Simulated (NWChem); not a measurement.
# Correlation energy of Cd

SMILES: [Cd]
```xyz
1

Cd     0.0000     0.0000     0.0000
```
Charge 0, spin multiplicity 1.

Everything below was run with NWChem.

Basis set: def2-QZVP. Each correlation energy counts from its own Hartree-Fock reference.

Effective core potentials replace the inner electrons of Cd; spin-orbit coupling is left out. The correlated methods keep 4 core orbitals frozen. Coupled-cluster values serve here as a point of comparison, not as the truth.

Q: For the correlation energy, SCS-MP2 gives -418.4 mHa and MP2 gives -470.5 mHa. What do CR-CCSD(T), CR-CCSD[T], CCSD(T) give?

A: CR-CCSD(T): -448.7 mHa; CR-CCSD[T]: -449.1 mHa; CCSD(T): -451.9 mHa.
